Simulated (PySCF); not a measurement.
**Ionisation energy of Ru⁺ by level of theory**

Ru⁺ [Kr] 4d7 (4F) → Ru²⁺ [Kr] 4d6 (5D), as a difference of total energies. Computed with PySCF 2.14 in aug-cc-pVDZ-PP with ECP28MDF, with a scalar-relativistic core potential. Correlated levels: valence: 4s2 4p6 frozen. The calculations carry no spin-orbit coupling.

```tsv
method	ionisation energy (eV)
UHF	14.910
M06-L	16.750
PBE	16.968
MP2 (valence)	16.145
SCS-MP2 (valence)	16.229
```

**Question.** How much does correlation contribute at MP2 (valence)?

**Answer.** 16.145 − (14.910) = 1.235 eV, measured against UHF.

The reference lies between the lowest fine-structure levels, while these numbers refer to the centres of the terms.

Errors of the correlated levels include the incompleteness of this basis and the frozen core.

For comparison: 16.76 ± 0.06 eV (semi-empirical (NIST evaluation); NIST Atomic Spectra Database, ionization energies).
